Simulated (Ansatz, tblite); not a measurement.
Cost and result up the ladder for Al12P10F6 (28 atoms). The state is a singlet with charge 0. Geometry: PBE-D4/def2-SVP.

Cartesian coordinates in Å:
```
P -2.7910 -1.3949 -2.5068
P 1.4865 4.3609 -0.6177
P -0.0700 2.3119 -4.2351
P -0.9117 1.3168 -0.9504
P 1.0150 0.7375 1.8227
P 0.3416 -2.2527 -0.4690
P 3.0154 0.5070 -1.7144
P -3.1982 -0.3007 1.5442
P -0.2492 -2.8444 3.4433
P 0.3517 -1.1268 -4.3786
Al 0.4879 2.7524 0.6963
Al -1.3593 1.0409 1.3517
Al -1.2683 0.3340 -3.3300
Al -2.0829 -1.5323 -0.2544
Al -0.5967 -2.2009 -2.6086
Al 0.2056 3.0321 -2.0941
Al 3.1291 2.7432 -1.1343
Al 1.4865 0.6610 -3.4769
Al 1.0937 -0.0452 -0.4262
Al 0.7218 -0.6845 3.7144
Al -0.5431 -3.5861 1.2378
Al -1.8633 -1.3016 3.0934
F -1.1192 2.9202 1.6486
F -2.2756 -3.2141 0.6065
F 4.6658 3.4269 -1.1555
F 1.7454 -0.4068 5.0127
F -0.4004 -5.2481 1.0258
F -1.0173 -0.0056 4.1546
```

Ansatz on 2 threads of AMD EPYC 7R13 on a shared host and a share (18 GiB) of an NVIDIA H100 80GB HBM3; xTB runs through tblite on one thread. Times are rough, summed over both states, and most runs start from the orbitals of an earlier one. PBE0-D4/def2-SVP serves as the yardstick here, not as an exact answer. The other state is a doublet.

The xTB rows come from tblite. Single mean-field runs in def2-SVP are fitted with def2-universal-jkfit.

Raw xTB energies of ions are shifted by several eV.

```csv
level,functions,vertical IE (eV),difference from PBE0-D4/def2-SVP (eV)
PBE0-D4/def2-SVP (with forces),480,7.70,0.00
GFN2-xTB,222,10.64,2.94
GFN1-xTB,222,10.92,3.22
PBE-D4/def2-SVP (with forces),480,7.39,-0.31
r2SCANh-D4/def2-SVP,480,7.67,-0.03
```

(1) Estimate how long each takes.

## Answers

(1) GFN1-xTB 0.91 s; GFN2-xTB 1.2 s; PBE-D4/def2-SVP (with forces) 21 s; r2SCANh-D4/def2-SVP 23 s; PBE0-D4/def2-SVP (with forces) 26 s. On shared hardware such times vary by a factor of up to 3.
